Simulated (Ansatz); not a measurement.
A nudged elastic band was laid between two geometries of a periodic cell of 17 atoms, CuSi₁₆ (host Si, host structure diamond, interstitial Cu), cell charge +1.

These are results of DFT PBE-D3(BJ), scalar-relativistic, plane waves, PAW (Ansatz 0.2.0), not measurements. Settings: PAW set soft_1, cutoff 420 eV, k mesh 2x2x2, gaussian smearing 0.02 eV, no spin polarisation.

```json
{
 "movable images": "3",
 "climbing image": "yes",
 "spring": "0.05 eV/Å²",
 "optimiser": "fire",
 "start path": "default",
 "force threshold": "0.05 eV/Å",
 "iteration limit": "43",
 "end points": "relaxed"
}
```

Image 0:

```xyz
17
Lattice="0.0000 5.4300 5.4300 5.4300 0.0000 5.4300 5.4300 5.4300 0.0000" Properties=species:S:1:pos:R:3
Si 0.065 -0.149 -0.150
Si 1.236 1.283 1.280
Si 2.640 2.754 -0.013
Si 4.111 4.165 1.344
Si 2.640 -0.012 2.751
Si 4.112 1.345 4.164
Si 5.446 2.789 2.787
Si 6.704 4.192 4.190
Si -0.033 2.680 2.677
Si 1.481 3.972 3.968
Si 2.741 5.499 2.700
Si 4.042 6.853 4.109
Si 2.742 2.703 5.495
Si 4.043 4.112 6.849
Si 5.347 5.530 5.526
Si 6.761 6.854 6.851
Cu 2.970 2.401 2.402
```

Image 4:

```xyz
17
Lattice="0.0000 5.4300 5.4300 5.4300 0.0000 5.4300 5.4300 5.4300 0.0000" Properties=species:S:1:pos:R:3
Si 0.033 0.061 -0.057
Si 1.314 1.362 1.404
Si 2.715 2.775 0.002
Si 4.138 4.120 1.315
Si 2.775 0.060 2.684
Si 4.126 1.411 4.021
Si 5.478 2.763 2.669
Si 6.833 4.118 4.008
Si -0.141 2.574 2.860
Si 1.315 4.030 4.073
Si 2.717 5.433 2.662
Si 3.945 6.660 4.207
Si 2.776 2.748 5.373
Si 4.077 4.029 6.834
Si 5.490 5.430 5.432
Si 6.835 6.854 6.745
Cu 1.203 3.918 1.521
```

Task: What changes between the two ends?

Result: Contacts lost: Si5–Cu17, Si6–Cu17, Si7–Cu17. Contacts made: Si14–Cu17, Si15–Cu17. The atom that moves furthest is Cu17, by 2.49 Å.

Task: What energy profile does the band end with?

Result: The run converged. The highest image is number 2 of 0 to 4, 0.040 eV above the first end and 0.034 eV above the last; the last end lies 0.006 eV above the first. The order of the stationary point at the top wasn't checked. Limits of this set-up: charged cell in a uniform background, uncorrected.

```csv
image,path coordinate (Å),energy (eV),Si5–Cu17 (Å),Si6–Cu17 (Å),Si7–Cu17 (Å)
0,0.00,0.000,2.46,2.35,2.54
1,0.82,0.011,2.85,2.53,2.97
2,1.58,0.040,3.41,3.18,3.42
3,2.20,0.008,3.87,3.86,3.91
4,2.96,0.006,4.32,4.59,4.57
```

Task: What is the geometry of the highest image?

Result: 
```xyz
17
Lattice="0.0000 5.4300 5.4300 5.4300 0.0000 5.4300 5.4300 5.4300 0.0000" Properties=species:S:1:pos:R:3:forces:R:3
Si -0.118 0.119 -0.171 -0.03 -0.01 -0.04
Si 1.274 1.264 1.308 0.02 0.04 0.02
Si 2.738 2.685 -0.075 -0.01 0.01 0.05
Si 4.151 4.154 1.301 0.00 0.00 -0.02
Si 2.686 0.000 2.666 -0.02 -0.01 -0.02
Si 3.951 1.494 3.956 -0.02 0.01 0.00
Si 5.436 2.761 2.658 0.00 0.00 0.00
Si 6.817 4.051 4.041 0.01 -0.02 -0.01
Si -0.087 2.624 2.762 0.01 -0.01 -0.01
Si 1.311 4.108 4.130 -0.03 0.03 0.03
Si 2.787 5.505 2.753 0.03 0.03 0.02
Si 4.168 6.673 4.235 0.02 -0.02 -0.03
Si 2.676 2.762 5.454 -0.01 0.01 0.00
Si 4.071 4.033 6.843 -0.01 0.00 -0.01
Si 5.544 5.318 5.541 0.01 -0.01 0.01
Si 6.827 6.799 6.837 -0.01 -0.01 -0.01
Cu 2.107 3.310 2.103 0.05 -0.04 0.03
```

Time of the run: 9 min on 1 thread of Arm Neoverse V2, with other jobs on the host, peak memory 0.76 GiB.
